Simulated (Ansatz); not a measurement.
```xyz
2

F     0.0000    0.0000    0.0000
F     0.0000    0.0000    3.5250
```

Basis set: pcseg-2 (spherical functions). Charge 0, multiplicity 1.

Computed with Ansatz (development build ahead of 0.2.0); each method stands on the lowest determinant of its kind that the runs found. Restricted functionals stand beside restricted open-shell atoms, which can lie above the unrestricted atoms usual in DFT and then raise those values.

Q: Give the atomization energy at this shape (free ground-state atoms in the same class of orbitals less the molecule, no zero-point energy) of singlet F₂ in separate pieces by PBE0 (unrestricted), PBE0 (restricted), UHF.

A:

```json
{"method": "PBE0 (unrestricted)", "atomization energy": "0.01 eV"}
{"method": "PBE0 (restricted)", "atomization energy": "-3.86 eV"}
{"method": "UHF", "atomization energy": "0.00 eV"}
```

Caution: the shape is not the minimum. Caution for PBE0 (unrestricted), UHF: the unrestricted determinant is a mixture of spin states. Caution for PBE0 (restricted): an unrestricted determinant lies well below; the molecule lies well above its atoms at this level.
